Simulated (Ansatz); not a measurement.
A run for Ansatz (a first-principles code): U-wB97X-V/def2-TZVPP on BHI2 (SMILES IBI), a point of a bond scan (R = 4.227 Å). Elements past Kr take the def2 small-core potentials; no spin–orbit coupling.

Ansatz 0.2 input:
```yaml
crystal:
  periodic: [false, false, false]
  atoms:
    - {symbol: B, position_ang: [-0.70417345, -0.42698726, -0.46384859]}
    - {symbol: H, position_ang: [-1.58315679, -0.95997341, -1.04284684]}
    - {symbol: I, position_ang: [-0.10448873, 3.71322352, -1.07020969]}
    - {symbol: I, position_ang: [0.50063343, -1.58472360, 0.83046480]}
basis:
  gaussian:
    orbitals: def2-TZVPP
hamiltonian:
  xc: {name: wB97X-V}
magnetization: {spin_polarized: true, initial_magnetization: 0}
```

The head of its log:

```
WARN ansatz: RAYON_NUM_THREADS=1 ignored (pool sized by the plan → 1); use --threads N
Functional definition: wB97X-V
integrals: 0.08 GiB planned
1006 factors; their error is unknown
integrals: 0.11 GiB planned
212 factors; integrals over basis functions are off by at most 1.2e-4 eV
mean field: 1.05 GiB planned
mean field evaluation 1: about -16886.8494 eV, gradient 1.5e1 eV
mean field evaluation 2: about -16816.3252 eV, gradient 7.5e1 eV
```

Problem. Predict the final total energy.

Solution. -620.7442 hartree. Its determinant has ⟨S²⟩ = 0.93, a mixture of spin states.
